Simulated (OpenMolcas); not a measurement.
A calculation on Ge3+.

```
Program             : OpenMolcas
Method              : SS-RASPT2, IPEA 0.25 Eh, imaginary shift 0.1 Eh (closed shells correlated: 3d)
Basis               : ANO-RCC-VQZP [7s6p4d2f1g]
Scalar Hamiltonian  : DKH2, point nucleus
Active space        : 1 electron in 9 orbitals (RAS2 4s 4p; RAS3 4d, at most 1 electron)
State averaging     : 2S+1 = 2 even, 1 root; 2S+1 = 2 odd, 3 roots
Spin-orbit coupling : state interaction with AMFI integrals over the reference wave functions, term energies averaged over their components
```

(1) Which level of the active space comes out lowest?

(2) How high does 4p 2P* 3/2 lie?

(3) How high does 4p 2P* 1/2 lie?

Measured values: Sugar and Musgrove, J. Phys. Chem. Ref. Data 22, 1213 (1993).

## Answers

(1) 4s 2S 1/2, with 100 % of that term; it is also the measured ground level.

(2) 83926 cm-1 above the lowest level; measured 84102 cm-1 above the ground level, so the calculation is off by 0 %.

(3) 81599 cm-1 above the lowest level; measured 81311 cm-1 above the ground level, so the calculation is off by 0 %.

With one active electron outside closed inactive shells, the extra shells (4d) add no correlation to the reference. With one active electron, CASPT2 adds the correlation within the correlated inactive shells and between them and that electron, and leaves the splitting within a term as the reference gives it. Measured partners are found by configuration, term and J. A level has none where our copy of the source lacks it or the pairing is in doubt (some pairs that miss far off the trend of their configuration count as doubtful), and it then counts in no deviation. Only configurations of the active space appear.

* marks odd parity.
